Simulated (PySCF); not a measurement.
# Reading the logs of faulty runs: ClFH3Si2

These are calculations, not measurements. The program is PySCF 2.14.0, an open-source quantum chemistry code, run on an isolated molecule that a program drew, which may never have been made. The molecule is ClFH3Si2 (charge 0, doublet), drawn as the SMILES string `F[SiH][SiH2]Cl`.

Each row is a Hartree-Fock (HF) and frozen-core CCSD(T) single point in the cc-pV(D+d)Z basis, meant for a local HF minimum. Run 1 is clean. Each other run has one planted mistake out of seven kinds, and not every kind appears here: one electron removed, one electron added, multiplicity raised by two, geometry at a saddle point, minimal basis STO-3G, one bond length entered in bohr, all coordinates scaled. The reference is restricted for singlets and unrestricted otherwise, and also for a bond in bohr. Adding or removing an electron swaps singlet and doublet. Electrons count all cores. HOMO and LUMO are orbital energies over both spins, the gradient is its largest component, and the lowest frequency (negative if imaginary) is given only where the gradient is small. Bond lengths are over the 6 bonds as drawn. T1 is the CCSD diagnostic: over 0.02 (restricted) or 0.045 (unrestricted) a single reference is doubtful.

Geometry of the clean run:
```xyz
7
ClFH3Si2, angstrom
F    -0.3528   -2.9400   -2.1404
Si   -0.3902   -2.1755   -0.7080
Si   -1.0697    0.0637   -1.0174
Cl   -3.0804    0.0977   -1.5405
H     0.9703   -2.2684   -0.1280
H    -0.9198    0.7897    0.2586
H    -0.3212    0.7547   -2.0840
```

```
run  electrons  basis functions  <S^2>  HOMO (eV)  LUMO (eV)  gradient (hartree/bohr)  lowest frequency (cm^-1)  mean bond (Å)  longest bond (Å)      T1  HF (hartree)  CCSD(T) (hartree)                     mistake
  1         57               98  0.757      -9.43       0.74                  3.9e-05                        48         1.7491             2.360  0.0140   -1138.63058        -1139.18642                    no fault
  2         57               98  3.760      -5.30      -2.62                  2.6e-02                         -         1.7491             2.360  0.0284   -1138.41532        -1138.97413  multiplicity raised by two
  3         57               35  0.752      -6.54       5.19                  4.1e-02                         -         1.7491             2.360  0.0126   -1125.60380        -1125.72284                           ?
  4         56               98  0.000     -16.77      -7.49                  5.9e-02                         -         1.7491             2.360  0.0179   -1138.31843        -1138.87802                           ?
```

**Which mistake was planted in run 3, and what did it cost?**

It has 35 basis functions where the clean run has 98, with the same electrons and geometry. So the mistake is: minimal basis STO-3G. Subtracting run 1 and multiplying by 627.51 kcal/mol a hartree, the energy moved by 8174.4 kcal/mol in HF and 8448.5 kcal/mol in CCSD(T).

**Which mistake was planted in run 4, and what did it cost?**

It counts 56 electrons, one fewer than the clean run, at the same geometry and basis. So the mistake is: one electron removed. Subtracting run 1 and multiplying by 627.51 kcal/mol a hartree, the energy moved by 195.9 kcal/mol in HF and 193.5 kcal/mol in CCSD(T).

